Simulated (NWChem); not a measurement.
All runs are NWChem calculations. System: CuF, charge 0, spin multiplicity 1, at a geometry optimised with B3LYP/def2-SVP. The structure started from a generated list of species. Level: HF/def2-SVPD.

The NWChem input:

```
start mol
memory heap 200 mb stack 900 mb global 1100 mb
geometry units angstroms nocenter noautoz
  Cu     0.000000     0.000000    -0.414585
  F      0.000000     0.000000     1.335886
  symmetry group C2v
end
basis spherical
  * library def2-svpd
end
dft
  xc hfexch
  semidirect memsize 60000000 filesize 0
  iterations 100
end
property
  dipole
  response 1 0.0
end
task dft property
```

Output (cleaned and shortened):

```
             Northwest Computational Chemistry Package (NWChem) 7.3.0
             --------------------------------------------------------

                                NWChem Input Module
                                -------------------

 Scaling coordinates for geometry "geometry" by  1.889725989
 (inverse scale =  0.529177249)

 Turning off AUTOSYM since
 SYMMETRY directive was detected!

                             Geometry "geometry" -> ""
                             -------------------------

 Output coordinates in angstroms (scale by  1.889725989 to convert to a.u.)

  No.       Tag          Charge          X              Y              Z
 ---- ---------------- ---------- -------------- -------------- --------------
    1 Cu                  29.0000     0.00000000     0.00000000    -0.41458500
    2 F                    9.0000     0.00000000     0.00000000     1.33588600

 Effective nuclear repulsion energy (a.u.)      78.9017710027

            Nuclear Dipole moment (a.u.)
            ----------------------------
        X                 Y               Z
 ---------------- ---------------- ----------------
     0.0000000000     0.0000000000     0.0000170075

      Symmetry information
      --------------------

 Group name             C2v
 Group number             16
 Group order               4
 No. of unique centers     2

      Symmetry unique atoms

     1    2


 Summary of "ao basis" -> "" (spherical)
 ------------------------------------------------------------------------------
       Tag                 Description            Shells   Functions and Types
 ---------------- ------------------------------  ------  ---------------------
 *                         def2-svpd                  on all atoms

  xc_inp: hfexch multiplicative factor not found.
                              NWChem Property Module
                              ----------------------

                                 NWChem DFT Module
                                 -----------------

 Summary of "ao basis" -> "ao basis" (spherical)
 ------------------------------------------------------------------------------
       Tag                 Description            Shells   Functions and Types
 ---------------- ------------------------------  ------  ---------------------
 Cu                        def2-svpd                12       34   5s4p2d1f
 F                         def2-svpd                 9       23   4s3p2d

 Summary of "ao basis" -> "ao basis" (spherical)
 ------------------------------------------------------------------------------
       Tag                 Description            Shells   Functions and Types
 ---------------- ------------------------------  ------  ---------------------
 Cu                        def2-svpd                12       34   5s4p2d1f
 F                         def2-svpd                 9       23   4s3p2d

            General Information
            -------------------
          SCF calculation type: DFT
          Wavefunction type:  closed shell.
          No. of atoms     :     2
          No. of electrons :    38
           Alpha electrons :    19
            Beta electrons :    19
          Charge           :     0
          Spin multiplicity:     1
          Use of symmetry is: off; symmetry adaption is: off
          Maximum number of iterations: 100
          AO basis - number of functions:    57
                     number of shells:    21
          Convergence on energy requested:  1.00D-06
          Convergence on density requested:  1.00D-05
          Convergence on gradient requested:  5.00D-04

              XC Information
              --------------
                     Hartree-Fock (Exact) Exchange  1.000

          Convergence Information
          -----------------------
          Convergence aids based upon iterative change in
          total energy or number of iterations.
          Levelshifting, if invoked, occurs when the
          HOMO/LUMO gap drops below (HL_TOL):  1.00D-02
          DIIS, if invoked, will attempt to extrapolate
          using up to (NFOCK): 10 stored Fock matrices.

                    Damping( 0%)  Levelshifting(0.5)       DIIS
                  --------------- ------------------- ---------------
          dE  on:    start            ASAP                start
          dE off:    2 iters        100 iters           100 iters

      Screening Tolerance Information
      -------------------------------
          Density screening/tol_rho:  1.00D-10
          AO Gaussian exp screening on grid/accAOfunc:  14
          CD Gaussian exp screening on grid/accCDfunc:  20
          XC Gaussian exp screening on grid/accXCfunc:  20
          Schwarz screening/accCoul:  1.00D-08

      Superposition of Atomic Density Guess
      -------------------------------------

 Sum of atomic energies:       -1737.98278838

      Non-variational initial energy
      ------------------------------

 Total energy =   -1737.514311
 1-e energy   =   -2578.261593
 2-e energy   =     761.845511
 HOMO         =      -0.578908
 LUMO         =      -0.209207

------------------------------------------------------------
EAF file 0: "./mol.aoints.0" size=524288 bytes
------------------------------------------------------------
               write      read    awrite     aread      wait
               -----      ----    ------     -----      ----
     calls:        1         0         0         0         0
   data(b): 5.24e+05  0.00e+00  0.00e+00  0.00e+00
   time(s): 0.00e+00  0.00e+00  0.00e+00  0.00e+00  0.00e+00
rate(mb/s): 0.00e+00  0.00e+00
------------------------------------------------------------

   convergence    iter        energy       DeltaE   RMS-Dens  Diis-err    time
 ---------------- ----- ----------------- --------- --------- ---------  ------
 d= 0,ls=0.0,diis     1  -1737.9414350518 -1.82D+03  1.65D-02  1.60D+00     1.1
 d= 0,ls=0.0,diis     2  -1737.9557876322 -1.44D-02  7.85D-03  1.82D+00     1.1
 d= 0,ls=0.0,diis     3  -1738.0710618333 -1.15D-01  1.07D-03  7.72D-03     1.1
 d= 0,ls=0.0,diis     4  -1738.0720238955 -9.62D-04  7.20D-04  1.55D-03     1.1
 d= 0,ls=0.0,diis     5  -1738.0723357166 -3.12D-04  3.52D-04  9.81D-05     1.1
  Resetting Diis
 d= 0,ls=0.0,diis     6  -1738.0723805420 -4.48D-05  6.23D-05  5.91D-06     1.1
 d= 0,ls=0.0,diis     7  -1738.0723827004 -2.16D-06  1.30D-05  3.60D-07     1.1
 d= 0,ls=0.0,diis     8  -1738.0723828513 -1.51D-07  1.09D-05  1.17D-07     1.1
 d= 0,ls=0.0,diis     9  -1738.0723829200 -6.87D-08  9.66D-06  8.88D-08     1.1

         Total DFT energy =    -1738.072382920028
      One electron energy =    -2587.582761169321
           Coulomb energy =      846.549433516626
    Exchange-Corr. energy =      -75.940826270064
 Nuclear repulsion energy =       78.901771002731

 Numeric. integr. density =        0.000000000000

     Total iterative time =      0.6s

                       DFT Final Molecular Orbital Analysis
                       ------------------------------------

 Vector   17  Occ=2.000000D+00  E=-4.592832D-01
              MO Center=  1.8D-15, -1.6D-15,  6.3D-01, r^2= 1.2D+00
   Bfn.  Coefficient  Atom+Function         Bfn.  Coefficient  Atom+Function
  ----- ------------  ---------------      ----- ------------  ---------------
    21      0.434600  1 Cu d  1              39     -0.406973  2 F  px
    19     -0.331698  1 Cu d -1              40     -0.310613  2 F  py
    42      0.298931  2 F  px                43      0.228152  2 F  py
    26      0.156860  1 Cu d  1              24     -0.119720  1 Cu d -1
    45      0.055543  2 F  px                12      0.048206  1 Cu px

 Vector   18  Occ=2.000000D+00  E=-4.592832D-01
              MO Center=  6.8D-15,  1.6D-14,  6.3D-01, r^2= 1.2D+00
   Bfn.  Coefficient  Atom+Function         Bfn.  Coefficient  Atom+Function
  ----- ------------  ---------------      ----- ------------  ---------------
    19      0.434600  1 Cu d -1              40      0.406973  2 F  py
    21      0.331698  1 Cu d  1              39     -0.310613  2 F  px
    43     -0.298931  2 F  py                42      0.228152  2 F  px
    24      0.156860  1 Cu d -1              26      0.119720  1 Cu d  1
    46     -0.055543  2 F  py                13     -0.048206  1 Cu py

 Vector   19  Occ=2.000000D+00  E=-4.319880D-01
              MO Center= -1.1D-15,  2.9D-15,  2.3D-01, r^2= 1.3D+00
   Bfn.  Coefficient  Atom+Function         Bfn.  Coefficient  Atom+Function
  ----- ------------  ---------------      ----- ------------  ---------------
    20      0.637601  1 Cu d  0              41     -0.392331  2 F  pz
    44      0.319925  2 F  pz                25      0.252611  1 Cu d  0
     4     -0.207409  1 Cu s                  3      0.149788  1 Cu s
    11      0.086870  1 Cu pz                47      0.083424  2 F  pz
    14     -0.063609  1 Cu pz                55     -0.040200  2 F  d  0

 Vector   20  Occ=0.000000D+00  E=-1.083406D-02
              MO Center= -4.3D-14,  4.0D-14, -1.7D+00, r^2= 5.2D+00
   Bfn.  Coefficient  Atom+Function         Bfn.  Coefficient  Atom+Function
  ----- ------------  ---------------      ----- ------------  ---------------
     5      0.841728  1 Cu s                 17     -0.454679  1 Cu pz
     3     -0.156913  1 Cu s                 14     -0.134887  1 Cu pz
    20      0.084704  1 Cu d  0              41     -0.081717  2 F  pz
    11      0.078271  1 Cu pz                38      0.057489  2 F  s
    44      0.046068  2 F  pz                47      0.040788  2 F  pz

 Vector   21  Occ=0.000000D+00  E= 6.417828D-02
              MO Center= -2.2D-14, -1.8D-14, -7.7D-01, r^2= 9.4D+00
   Bfn.  Coefficient  Atom+Function         Bfn.  Coefficient  Atom+Function
  ----- ------------  ---------------      ----- ------------  ---------------
    15      0.889260  1 Cu px                16      0.720038  1 Cu py
    45     -0.243463  2 F  px                46     -0.197133  2 F  py
    39      0.057077  2 F  px                 9     -0.049763  1 Cu px
    40      0.046216  2 F  py                21     -0.042166  1 Cu d  1
    10     -0.040293  1 Cu py                12      0.034423  1 Cu px

 Vector   22  Occ=0.000000D+00  E= 6.417828D-02
              MO Center=  4.7D-14, -5.9D-14, -7.7D-01, r^2= 9.4D+00
   Bfn.  Coefficient  Atom+Function         Bfn.  Coefficient  Atom+Function
  ----- ------------  ---------------      ----- ------------  ---------------
    16      0.889260  1 Cu py                15     -0.720038  1 Cu px
    46     -0.243463  2 F  py                45      0.197133  2 F  px
    40      0.057077  2 F  py                10     -0.049763  1 Cu py
    39     -0.046216  2 F  px                19      0.042166  1 Cu d -1
     9      0.040293  1 Cu px                13      0.034423  1 Cu py

 center of mass
 --------------
 x =   0.00000000 y =   0.00000000 z =  -0.01637786

 moments of inertia (a.u.)
 ------------------
         159.678879864704           0.000000000000           0.000000000000
           0.000000000000         159.678879864704           0.000000000000
           0.000000000000           0.000000000000           0.000000000000

     Multipole analysis of the density
     ---------------------------------

     L   x y z        total         alpha         beta         nuclear
     -   - - -        -----         -----         ----         -------
     0   0 0 0     -0.000000    -19.000000    -19.000000     38.000000

     1   1 0 0     -0.000000     -0.000000     -0.000000      0.000000
     1   0 1 0     -0.000000     -0.000000     -0.000000      0.000000
     1   0 0 1     -2.587016     -1.293517     -1.293517      0.000017

     2   2 0 0    -11.578587     -5.789294     -5.789294      0.000000
     2   1 1 0      0.000000      0.000000      0.000000      0.000000
     2   1 0 1     -0.000000     -0.000000     -0.000000      0.000000
     2   0 2 0    -11.578587     -5.789294     -5.789294      0.000000
     2   0 1 1      0.000000      0.000000      0.000000      0.000000
     2   0 0 2    -14.827128    -44.991630    -44.991630     75.156132

 *** CALLING NEW AORESP DRIVER FOR CLOSED AND OPEN SHELLS ***
 Entering AOResponse driver routine

--------------------------------------------------------------------------------

          ****************
          *** RESPONSE ***
          ****************

 Response module for NWChem and dynamic CPKS solver

          -----------------------------------------------
          Solving response equations for perturbing field
          -----------------------------------------------

 number of frequencies:     1
 frequency in a.u.:  0.0000000E+00
 Perturbing field: electric
 Using El. Dipole Length Gauge

 Setting up CPKS with frequency omega =      0.00000000 a.u.

 STATIC response

                                NWChem CPHF Module
                                ------------------

  scftype          =     RHF
  nclosed          =       19
  nopen            =        0
  variables        =      722
  # of vectors     =        3
  tolerance        = 0.10D-03
  level shift      = 0.00D+00
  max iterations   =       50
  max subspace     =       30

 SCF residual:    1.3839058768172239E-004

Iterative solution of linear equations
  No. of variables      722
  No. of equations        3
  Maximum subspace       30
        Iterations       50
       Convergence  1.0D-04

   iter   nsub   residual    time
   ----  ------  --------  ---------
     1      3    5.90D-01       3.1
     2      6    5.23D-01       4.5
     3      9    1.78D-01       5.9
     4     12    5.44D-02       7.3
     5     15    3.70D-02       8.6
     6     18    6.82D-03      10.0
     7     21    1.55D-03      11.4
     8     24    6.75D-04      12.7
     9     27    4.62D-04      14.4
    10     30    5.56D-05      15.8

 Electric Dipole Response Matrix (nonzero elements):

              1        2        3
    1   12.3181  -0.0000   0.0000
    2   -0.0000  12.3181  -0.0000
    3    0.0000   0.0000  12.0090

 ------------------------------------------
 average:        12.21506 + I       0.00000

 DFT Linear Response polarizability / au
 Frequency  =       0.0000000 / au
 Wavelength = -999999.0000000 / nm
              X              Y              Z
 -----------------------------------------------
 X      12.3180864     -0.0000000      0.0000000
 Y      -0.0000000     12.3180864     -0.0000000
 Z       0.0000000      0.0000000     12.0089998
 -----------------------------------------------
 Eigenvalues =      12.3180864     12.3180864     12.0089998
 Isotropic   =      12.2150576
 Anisotropic =       0.3090866
 -----------------------------------------------

 Magnetic Dipole Response Matrix (nonzero elements):
 Optical rotation tensor Beta

 *** static G'=0. Use GPRIME input with finite omega
 *** or better ORBETA without GPRIME for small or zero freq.

 zero matrix

 ------------------------------------------
 average:         0.00000 + I       0.00000

 Exiting AOResponse driver routine

          -------------
          Dipole Moment
          -------------

 Center of charge (in au) is the expansion point
         X =       0.0000000 Y =       0.0000000 Z =       0.0000004

   Dipole moment        2.5870160424 A.U.
             DMX       -0.0000000000 DMXEFC        0.0000000000
             DMY       -0.0000000000 DMYEFC        0.0000000000
             DMZ       -2.5870160424 DMZEFC        0.0000000000
   -EFC- dipole         0.0000000000 A.U.
   Total dipole         2.5870160424 A.U.

   Dipole moment        6.5755885903 Debye(s)
             DMX       -0.0000000000 DMXEFC        0.0000000000
             DMY       -0.0000000000 DMYEFC        0.0000000000
             DMZ       -6.5755885903 DMZEFC        0.0000000000
   -EFC- dipole         0.0000000000 DEBYE(S)
   Total dipole         6.5755885903 DEBYE(S)

 1 a.u. = 2.541766 Debyes

 Task  times  cpu:       15.8s     wall:       15.8s

 Total times  cpu:       15.9s     wall:       15.9s
```
